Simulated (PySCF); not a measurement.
Excitation energy of Pb²⁺ by level of theory

Pb²⁺ [Xe] 4f14 5d10 6s2 (1S) → Pb²⁺ [Xe] 4f14 5d10 6s1 7s1 (3S), as a difference of total energies. All numbers are calculated (PySCF 2.14, scalar relativity by spin-free X2C-1e, in aug-cc-pwCVTZ-DK3 (11s10p8d5f1g, 125 functions)). Correlated levels: valence: [Xe] 4f14 5d10 frozen; valence and next inner shell: [Kr] 4d10 4f14 frozen. The calculations carry no spin-orbit coupling.

```csv
method,excitation energy (eV)
UHF,16.884
LDA,18.921
PBE,18.454
PBE0,18.227
SCS-MP2 (valence),17.557
MP2 (valence and next inner shell),18.744
SCS-MP2 (valence and next inner shell),18.704
```

Q: Estimate what r2SCAN gives.

A: 18.427 eV, closest to PBE among the rows shown.

Q: Estimate what MP2 (valence) gives.

A: 17.373 eV, closest to SCS-MP2 (valence) among the rows shown.

The promoted electron is Rydberg-like, and one or two diffuse shells describe it only roughly, which tends to raise the upper state.
